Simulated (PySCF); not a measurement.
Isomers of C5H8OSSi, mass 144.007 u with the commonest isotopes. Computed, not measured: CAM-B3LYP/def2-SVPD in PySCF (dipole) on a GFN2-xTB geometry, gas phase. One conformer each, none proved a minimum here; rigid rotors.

Task: Order these by radius of gyration √(Σ m r²/M), largest first.
A. `[CH2:1]=[C:2]([CH3:3])[Si@H:4]1[O:5][CH:6]=[CH:7][S:8]1` with C1–C2–Si4–O5 -17°
B. `[CH3:1][SiH2:2][c:3]1[cH:4][cH:5][c:6]([SH:7])[o:8]1` with C1–Si2–C3–C4 -126°, C5–C6–S7–H 180°
C. `[CH3:1][C:2]#[C:3][C@@H:4]1[CH2:5][O:6][SiH2:7][S:8]1` with C3–C4–C5–O6 -75°, C4–C5–O6–Si7 -32°, C5–O6–Si7–S8 5°, O6–Si7–S8–C4 17°

Result: B (2.369 Å), C (2.143 Å), A (2.061 Å).

Task: Order these by rotational constant A, largest first.
A. `[CH3:1][C:2]#[C:3][C@@H:4]1[CH2:5][O:6][SiH2:7][S:8]1` with C3–C4–C5–O6 -75°, C4–C5–O6–Si7 -32°, C5–O6–Si7–S8 5°, O6–Si7–S8–C4 17°
B. `[CH3:1][SiH2:2][c:3]1[cH:4][cH:5][c:6]([SH:7])[o:8]1` with C1–Si2–C3–C4 -126°, C5–C6–S7–H 180°
C. `[CH2:1]=[C:2]([CH3:3])[Si@H:4]1[O:5][CH:6]=[CH:7][S:8]1` with C1–C2–Si4–O5 -17°

Result: B (3065 MHz), C (2677 MHz), A (2332 MHz).

Task: Order these by out-of-plane moment Σ m c² = (Ia + Ib − Ic)/2, largest first.
A. `[CH2:1]=[C:2]([CH3:3])[Si@H:4]1[O:5][CH:6]=[CH:7][S:8]1` with C1–C2–Si4–O5 -17°
B. `[CH3:1][SiH2:2][c:3]1[cH:4][cH:5][c:6]([SH:7])[o:8]1` with C1–Si2–C3–C4 -126°, C5–C6–S7–H 180°
C. `[CH3:1][C:2]#[C:3][C@@H:4]1[CH2:5][O:6][SiH2:7][S:8]1` with C3–C4–C5–O6 -75°, C4–C5–O6–Si7 -32°, C5–O6–Si7–S8 5°, O6–Si7–S8–C4 17°

Result: C (96.62 u·Å²), A (49.88 u·Å²), B (21.41 u·Å²).

| SMILES | point group | Ia (u·Å²) | Ib (u·Å²) | Ic (u·Å²) | κ | μa (D) | μb (D) | μc (D) |
| --- | --- | --- | --- | --- | --- | --- | --- | --- |
| CC#C[C@@H]1CO[SiH2]S1 | C1 | 216.68 | 541.48 | 564.92 | -0.95 | 1.13 | 0.69 | 0.24 |
| C=C(C)[Si@H]1OC=CS1 | C1 | 188.76 | 472.94 | 561.95 | -0.81 | 1.03 | 0.56 | 0.11 |
| C[SiH2]c1ccc(S)o1 | C1 | 164.87 | 665.05 | 787.09 | -0.90 | 0.65 | 0.06 | 0.36 |
